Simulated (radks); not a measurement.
Dispersion coefficients C6 (hartree bohr^6) between ground-configuration atoms and ions, from the Casimir-Polder integral (3/pi) of alpha_A(iw) alpha_B(iw). Calculated with a radial shooting solver on a logarithmic mesh with Libxc functionals: non-relativistic Kohn-Sham, LB94 model potential, spin-polarised, spherical densities, point nucleus; open shells are filled with parallel spins first (spin-orbit coupling, left out, can overturn this in heavy ions). Response by self-consistent Sternheimer equations with the Hartree and adiabatic LDA kernel. For heavy and open-shell atoms this level of theory can miss by tens of per cent.

| C6 | Fe+ | B3+ | Rh | Ru3+ | B+ | H |
|---|---|---|---|---|---|---|
| Fe+ | 94.42 |  |  |  |  |  |
| B3+ | 0.2399 | 0.002704 |  |  |  |  |
| Rh | 183.9 | 0.4410 | 359.7 |  |  |  |
| Ru3+ | 39.78 | 0.1788 | 75.74 | 22.93 |  |  |
| B+ | 51.89 | 0.1123 | 101.0 | 21.10 | 28.86 |  |
| H | 27.12 | 0.06137 | 52.58 | 11.52 | 15.11 | 7.973 |

Static polarisabilities (bohr^3): Fe+ ([Ar] 3d6 4s1) 20.80, B3+ ([He]) 0.02021, Rh ([Kr] 4d8 5s1) 44.89, Ru3+ ([Kr] 4d5) 4.964, B+ ([He] 2s2) 10.93, H (1s1) 5.200. The combination rule 2 Ca Cb / ((alpha_b/alpha_a) Ca + (alpha_a/alpha_b) Cb) gives 0.05933 for H-B3+, against 0.06137 from the integral.
